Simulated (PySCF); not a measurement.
**In²⁺ (indium, charge +2) across methods**

[Kr] 4d10 5s1, 2S determinant. All numbers are calculated (PySCF 2.14, the spin-free X2C one-electron Hamiltonian (Gaussian nucleus), in aug-cc-pVTZ-DK3). The B2PLYP total includes its PT2 part (frozen core); its orbital energies are those of the SCF part.

| method | E (hartree) | mean ε 4d α (eV) | mean ε 4d β (eV) | mean ε 5s α (eV) | Σ⟨r²⟩ (bohr²) | ⟨S²⟩ |
| --- | --- | --- | --- | --- | --- | --- |
| B2PLYP | -5879.16 | -41.430 | -41.198 | -25.740 | 32.32 | 0.750 |
| PBE0 | -5879.50 | -39.144 | -38.872 | -24.954 | 32.23 | 0.750 |
| UHF | -5877.21474 | -45.319 | -45.086 | -26.772 | 32.40 | 0.751 |
| LDA | -5873.94 | -36.901 | -36.646 | -24.519 | 32.27 | 0.750 |
| r2SCAN | -5879.83 | -37.250 | -36.935 | -24.339 | 32.17 | 0.751 |
| PBE | -5879.41 | -36.696 | -36.412 | -24.117 | 32.29 | 0.750 |
| wB97X | -5880.04 | -41.545 | -41.395 | -26.971 | 32.19 | 0.750 |
| BLYP | -5880.03 | -36.518 | -36.283 | -24.165 | 32.36 | 0.750 |
| TPSS | -5879.58 | -36.711 | -36.409 | -23.927 | 32.27 | 0.751 |
